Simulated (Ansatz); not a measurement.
Cost and result for the atomization energy of CH₅NOSSi (10 atoms, 9 bonds).

```xyz
10

O    -1.096   -2.050    1.245
Si   -0.061   -1.755   -0.057
N    -0.453    0.094   -0.338
C     0.420    1.035   -0.274
S     0.325    2.503   -1.190
H    -1.718   -2.752    1.053
H     1.213   -1.332    0.682
H    -1.296    0.302   -0.864
H     1.307    0.851    0.326
H     1.359    3.104   -0.583
```

Charge 0, multiplicity 1. The bonds changed during the relaxation, so this is another structure than the one it started from. The structure was optimised at the PBE0-D4/def2-TZVP level. It is one conformer, not always the lowest. Program: Ansatz. All runs use 4 threads of an AMD EPYC 7B13 on a shared host. Times are those of one run each, without the atoms' runs, and a repeat can differ threefold. Electronic energies, without spin–orbit coupling; frozen cores. CCSD(T)/CBS adds CCSD(T) − MP2 in def2-TZVPP to the MP2 limit, and its time is that of the two runs behind it. T1 = 0.020. B3LYP takes the VWN-RPA correlation (the form of Gaussian; ORCA's B3LYP/G).

CCSD(T)/CBS is a level of theory with its own doubt, some kJ/mol a heavy atom from the limit and from the frozen cores, so smaller differences don't rank the functionals.

| level | functions | wall time |
| --- | --- | --- |
| PBE-D4/def2-TZVPP (with forces) | 247 | 2.5 s |
| PBE0-D4/def2-TZVPP | 247 | 2.9 s |
| r2SCAN-D4/def2-TZVPP (with forces) | 247 | 4.1 s |
| B3LYP-D4/def2-TZVPP (with forces) | 247 | 4.8 s |
| B2PLYP/def2-TZVPP | 247 | 4.9 s |
| ωB97X-V/def2-TZVPP | 247 | 6.5 s |
| ωB97M-V/def2-TZVPP (with forces) | 247 | 9.5 s |
| MP2/def2-QZVPP | 461 | 22 s |
| CCSD(T)/def2-TZVPP | 247 | 110 s |
| CCSD(T)/CBS(def2) | – | 2.2 min |

What atomization energy does each give, and how far from CCSD(T)/CBS? (Best estimate.)

The calculation gave: 
```tsv
level	atomization (kJ/mol)	difference from CCSD(T)/CBS	per bond
PBE-D4/def2-TZVPP (with forces)	3582.0	118.4	13.2
PBE0-D4/def2-TZVPP	3464.4	0.8	0.1
r2SCAN-D4/def2-TZVPP (with forces)	3478.6	15.0	1.7
B3LYP-D4/def2-TZVPP (with forces)	3476.3	12.7	1.4
B2PLYP/def2-TZVPP	3420.6	-43.0	-4.8
ωB97X-V/def2-TZVPP	3471.1	7.5	0.8
ωB97M-V/def2-TZVPP (with forces)	3482.8	19.2	2.1
MP2/def2-QZVPP	3477.7	14.1	1.6
CCSD(T)/def2-TZVPP	3342.6	-121.0	-13.4
CCSD(T)/CBS(def2)	3463.6	0.0	0.0
```

The D4 term adds +37.3 kJ/mol with B3LYP and +19.5 kJ/mol with PBE0; it sums over pairs of atoms, weighted by their polarisabilities, and B3LYP, whose exchange is more repulsive, gets the larger term. From PBE to PBE0 (25 % exact exchange), in def2-TZVPP and without D4, the atomization energy moves by −114.0 kJ/mol: exact exchange takes away binding that semilocal exchange gives to molecules. In def2-TZVPP, CCSD(T) changes the Hartree–Fock value by +1062.6 kJ/mol (the triples alone add +75.7 kJ/mol) and MP2 by +1125.0 kJ/mol; breaking electron pairs costs correlation energy, which Hartree–Fock lacks.
